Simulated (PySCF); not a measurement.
Vertical excitations of a molecule C₂H₆ClFSi from TDA-LC-ωPBE/def2-SVPD run with PySCF, as energy in eV (oscillator strength): 7.58 (0.001), 7.89 (0.001), 9.01 (0.074), 9.14 (0.013), 9.27 (0.001), 9.32 (0.011), 9.50 (0.024), 9.53 (0.031), 9.54 (0.078), 9.67 (0.049). Lowest triplet (TDA): 6.71 eV. Geometry optimised at B3LYP-D3(BJ)/def2-SVP. One conformer was computed; it need not be the lowest.

### Question
Which molecule gave these data?
A. F[SiH2]CCCl
B. C[Si](C)(F)Cl
C. C[C@@H](F)[SiH2]Cl
D. F[C@@H](Cl)C[SiH3]

### Answer
D, F[C@@H](Cl)C[SiH3]
